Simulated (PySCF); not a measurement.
## Electron correlation in B (boron, neutral)

[He] 2s2 2p1, 2P determinant. Calculation: PySCF 2.14, in aug-cc-pVTZ-DK; scalar relativity by spin-free X2C-1e. Frozen: 1s2; 3 electrons correlated.

```tsv
level	correlation energy (mhartree)
CCSD	-64.92
(T)	-1.36
CCSD(T)	-66.28
CCSDT	-66.72
```

Diagnostics: T1 = 0.014, D1 = 0.0274, largest double amplitude 0.072.

Problem. Is a single reference adequate?

Solution. Mostly. T1 lies below 0.03, but a double amplitude of this size points to a near-degeneracy that CCSD handles and MP2 describes poorly.
